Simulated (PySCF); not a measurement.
**Adding and removing an electron: HgP**

B2PLYP; Hg def2-SVPD with ECP60, P def2-SVPD; scalar-relativistic core potentials (PySCF 2.14). Neutral (UKS): quartet (σ ↑, π ↑↑), Re = 3.508 Å, ωe = 36.2 cm⁻¹, De = 0.04 eV, HOMO -7.47 eV, LUMO -1.42 eV.

HgP⁺ (UKS): triplet (π ↑↑), Re = 2.490 Å, ωe = 252 cm⁻¹, De = 2.32 eV to Hg⁺ + P. The energies at the minima are -494.33154 hartree for HgP and -494.03848 for HgP⁺.

Problem. Work out the adiabatic ionisation energy, without and with harmonic zero-point energies (1 hartree = 27.2114 eV, 1 eV = 8065.5 cm⁻¹), and the change of the bond length.

Solution. At B2PLYP: 0.29306 hartree = 7.975 eV between the minima; the zero-point term (252.0 − 36.2)/2 cm⁻¹ = +0.013 eV makes it 7.988 eV. Re changes by -101.8 pm against the neutral. The electron leaves a σ orbital, and the shorter bond of the ion fits an antibonding orbital, or a change in how ionic the bond is.

Correlated steps freeze 5 core orbitals. Weak bonds: HgP. Basis-set superposition, not corrected here, can be much of De in a small basis, most of all at correlated wavefunction levels. These are scalar-relativistic numbers at best; spin–orbit coupling would shift them, the dissociation energy most. For an ion De counts to the pair picked by the measured ionisation energies or electron affinities, which need not be the lowest pair at this level. B2PLYP dipoles, levels and charges come from its SCF part alone. States were picked by a PBE0 search and need not be the measured ground states.
